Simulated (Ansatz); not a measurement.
`[NH2][SnH2][NH2]`, relaxed with RKS PBE0-D4/def2-TZVP in Ansatz 0.2.0 from a GFN2-xTB geometry. The force threshold is 0.005 eV/Å; the program also tests the step.

The species carries charge 0 and has multiplicity 1. Sn takes the def2 core potential.

Start:

```xyz
9

N    -0.066   -1.330   -0.965
Sn    0.108    0.582   -0.396
N    -0.109    0.424    1.588
H    -0.823   -1.823   -0.511
H    -0.161   -1.490   -1.958
H    -1.078    1.668   -0.884
H     1.599    1.080   -0.992
H     0.397   -0.353    1.991
H     0.132    1.243    2.128
```

```
        step  energy (eV)  largest force (eV/Å)  largest move (Å)
           1   -8907.1421                 0.446             0.000
           2   -8907.1784                 0.466             0.193
           3   -8907.2003                 0.294             0.106
           4   -8907.2043                 0.149             0.066
5 (rejected)   -8907.2029                 0.131             0.105
           6   -8907.2070                 0.043             0.023
           7   -8907.2071                 0.007             0.006
           8   -8907.2071                 0.002             0.003
```

End:

```xyz
9

N    -0.161   -1.373   -0.956
Sn    0.104    0.544   -0.371
N    -0.031    0.373    1.638
H    -1.082   -1.737   -0.750
H     0.035   -1.546   -1.933
H    -1.123    1.658   -0.810
H     1.632    0.998   -1.003
H     0.715   -0.171    2.051
H    -0.089    1.254    2.133
```

Run time 23 s (2 threads of an AMD EPYC 7R13 on a shared host); peak host memory 0.33 GiB.
